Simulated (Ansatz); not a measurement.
Species: C₃H₁₀O₂Si (charge 0, singlet). 
Structure (B3LYP-D3(BJ)/def2-TZVP (Ansatz, a quantum-chemistry and plane-wave program) minimum search):
SMILES: CO[SiH2]CCO
```xyz
16

C      3.2394    -0.3270    -0.0872
O      1.8970    -0.1228    -0.4929
Si     0.6174    -0.1495     0.5441
C     -0.9148     0.1704    -0.4770
C     -2.2053     0.1823     0.3187
O     -3.2848     0.4357    -0.5812
H      3.5571     0.4325     0.6347
H      3.3733    -1.3162     0.3628
H      3.8752    -0.2566    -0.9695
H      0.5426    -1.4675     1.2321
H      0.7902     0.8872     1.5983
H     -0.7949     1.1302    -0.9876
H     -0.9763    -0.5951    -1.2559
H     -2.1670     0.9589     1.0931
H     -2.3500    -0.7819     0.8224
H     -4.1083     0.4447    -0.0820
```
Charge 0, spin multiplicity 1.

Dipole moments at this geometry, in debye (magnitudes).

```
level                    program  dipole (D)
-----------------------  -------  ----------
SVWN5/def2-TZVPD          Ansatz        1.67
PBE/def2-TZVPD            Ansatz         ___
revPBE/def2-TZVPD         Ansatz        1.54
B3LYP/def2-TZVPD          Ansatz        1.77
BHLYP/def2-TZVPD          Ansatz        1.93
r2SCANh/def2-TZVPD        Ansatz        1.69
r2SCAN0/def2-TZVPD        Ansatz        1.77
HSE06/def2-TZVPD          Ansatz        1.72
CAM-B3LYP/def2-TZVPD      Ansatz        1.88
LC-wPBE/def2-TZVPD        Ansatz        1.89
wB97M-V/def2-TZVPD        Ansatz        1.76
wB97X-V/def2-TZVPD        Ansatz        1.83
CCSD(T)/aug-cc-pV(D+d)Z   Ansatz         ___
```

Task: Some entries are withheld; supply them.

Result: 
- PBE/def2-TZVPD, dipole (D): 1.58
- CCSD(T)/aug-cc-pV(D+d)Z, dipole (D): 1.78
